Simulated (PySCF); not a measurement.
Which determinant of Sn₂ lies lowest?

Unrestricted PBE0; basis Sn cc-pVDZ-PP with ECP28; scalar-relativistic core potentials; PySCF 2.14. Outer shells of the fragments: Sn 4d10 5s2 5p2; Sn 4d10 5s2 5p2.

Followed along the bond (rough minima from three points):

| 2Ms+1 | unpaired | ⟨S²⟩ at the start | R at minimum (Å) | Te (eV) |
| --- | --- | --- | --- | --- |
| 3 | π ↑↑ | 2.00 | 2.77 | 0.00 |
| 1 | π ↑↓ | 1.00 | 2.78 | 0.19 |
| 3 | σ ↑, π ↑ | 2.00 | 2.65 | 0.30 |
| 1 | σ ↓, π ↑ | 1.01 | 2.65 | 0.49 |
| 1 | none | 0.00 | 2.79 | 0.70 |

Solutions found at the starting distance of 2.700 Å, counted from the lowest of them; the search is not exhaustive and high or unbound solutions are not listed, so other states can lie among these:

```json
{"2Ms+1": "3", "unpaired": "π ↑↑", "term": "³Σ⁻", "E (eV)": "0.00", "⟨S²⟩": "2.00", "⟨Lz²⟩": "0.00"}
{"2Ms+1": "1", "unpaired": "π ↑↓", "term": "mixed", "E (eV)": "0.19", "⟨S²⟩": "1.00", "⟨Lz²⟩": "2.01"}
{"2Ms+1": "3", "unpaired": "σ ↑, π ↑", "term": "³Π", "E (eV)": "0.29", "⟨S²⟩": "2.00", "⟨Lz²⟩": "1.00"}
{"2Ms+1": "1", "unpaired": "σ ↓, π ↑", "term": "mixed", "E (eV)": "0.48", "⟨S²⟩": "1.01", "⟨Lz²⟩": "1.00"}
{"2Ms+1": "1", "unpaired": "none", "term": "mixed", "E (eV)": "0.72", "⟨S²⟩": "0.00", "⟨Lz²⟩": "2.00"}
{"2Ms+1": "5", "unpaired": "σ ↑, π ↑↑↑", "term": "⁵Π", "E (eV)": "1.06", "⟨S²⟩": "6.00", "⟨Lz²⟩": "1.00"}
{"2Ms+1": "3", "unpaired": "σ ↑, π ↑↑↓", "term": "mixed", "E (eV)": "1.56", "⟨S²⟩": "3.01", "⟨Lz²⟩": "3.02"}
{"2Ms+1": "3", "unpaired": "σ ↓, π ↑↑↑", "term": "mixed", "E (eV)": "1.63", "⟨S²⟩": "3.02", "⟨Lz²⟩": "1.00"}
{"2Ms+1": "3", "unpaired": "π ↑↑", "term": "mixed", "E (eV)": "1.95", "⟨S²⟩": "2.01", "⟨Lz²⟩": "2.01"}
{"2Ms+1": "5", "unpaired": "π ↑↑↑↑", "term": "⁵Σ⁺", "E (eV)": "3.36", "⟨S²⟩": "6.01", "⟨Lz²⟩": "0.00"}
{"2Ms+1": "5", "unpaired": "σ ↑↑, π ↑↑", "term": "⁵Σ⁻", "E (eV)": "3.71", "⟨S²⟩": "6.00", "⟨Lz²⟩": "0.00"}
{"2Ms+1": "3", "unpaired": "σ ↑↑, π ↑↓", "term": "mixed", "E (eV)": "4.25", "⟨S²⟩": "3.01", "⟨Lz²⟩": "2.01"}
{"2Ms+1": "1", "unpaired": "σ ↓↓, π ↑↑", "term": "mixed", "E (eV)": "4.42", "⟨S²⟩": "2.01", "⟨Lz²⟩": "0.00"}
{"2Ms+1": "1", "unpaired": "σ ↓, π ↑", "term": "mixed", "E (eV)": "5.06", "⟨S²⟩": "1.01", "⟨Lz²⟩": "1.00"}
```

A term symbol is given only where ⟨S²⟩ and ⟨Lz²⟩ are close to those of a pure state; real π, δ and φ orbitals otherwise mix terms, and g/u labels are left off.

Spin–orbit coupling is left out.
